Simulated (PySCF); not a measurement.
In(H)(Et)(OH) (C₂H₇InO), SMILES [InH]([OH])[CH2]C.

Geometry: B3LYP-D3(BJ)/def2-SVP. The structure was generated by enumeration; whether it is a known compound was not checked. The def2 effective core potentials stand for the cores of In; spin–orbit coupling is left out. Other conformers were not sampled.

These are PBE/def2-TZVP in PySCF values and carry that method's errors.

Symmetry labels are those of the subgroup Cs that the program uses (full group Cs).

Problem. List the valence orbital energies around the gap with their symmetry. (An estimate is asked for; the answer gives what the named calculation found.)

Solution. 
```json
[
 {"orbital": "HOMO−7", "symmetry": "A\"", "energy (eV)": "-10.85"},
 {"orbital": "HOMO−6", "symmetry": "A'", "energy (eV)": "-10.30"},
 {"orbital": "HOMO−5", "symmetry": "A'", "energy (eV)": "-9.37"},
 {"orbital": "HOMO−4", "symmetry": "A'", "energy (eV)": "-8.59"},
 {"orbital": "HOMO−3", "symmetry": "A\"", "energy (eV)": "-8.50"},
 {"orbital": "HOMO−2", "symmetry": "A'", "energy (eV)": "-7.02"},
 {"orbital": "HOMO−1", "symmetry": "A\"", "energy (eV)": "-6.37"},
 {"orbital": "HOMO", "symmetry": "A'", "energy (eV)": "-6.12"},
 {"orbital": "LUMO", "symmetry": "A\"", "energy (eV)": "-1.83"},
 {"orbital": "LUMO+1", "symmetry": "A'", "energy (eV)": "-1.25"},
 {"orbital": "LUMO+2", "symmetry": "A'", "energy (eV)": "-0.34"},
 {"orbital": "LUMO+3", "symmetry": "A'", "energy (eV)": "0.57"}
]
```
